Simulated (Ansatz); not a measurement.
Consider the isomerisation: `BS[SiH2]OC` → `O[SiH2]CBS`.

Isolated molecules relaxed with PBE0-D4/def2-TZVP in Ansatz; ΔE leaves out vibrations. CBS: MP2 limit from def2 TZ/QZ plus the TZ coupled-cluster correction, frozen cores. Functionals use def2-TZVPP. One conformer a species, not always the lowest.

```
             level  ΔE (kJ/mol)  difference from CCSD(T)/CBS
         r2SCAN-D4        -57.1                         -1.8
           ωB97X-V        -50.5                          4.8
           ωB97M-V        -56.3                         -1.0
            B2PLYP        -51.7                          3.6
               PBE        -56.1                         -0.8
            r2SCAN        -57.2                         -1.9
    MP2/def2-TZVPP        -58.8                         -3.5
SCS-MP2/def2-TZVPP        -51.8                          3.5
SCS-MP2/def2-QZVPP        -51.7                          3.6
     MP2/CBS(def2)        -58.5                         -3.2
       CCSD(T)/CBS        -55.3                            0
```

Largest T1 diagnostic among the species: 0.013.

In def2-TZVPP, CCSD(T) changes the Hartree–Fock value by −17.1 kJ/mol (the triples alone add −0.4 kJ/mol) and MP2 by −20.3 kJ/mol.

CCSD(T)/CBS has its own doubt, a few kJ/mol and more with outer-core shells, so smaller differences from it don't rank the levels.
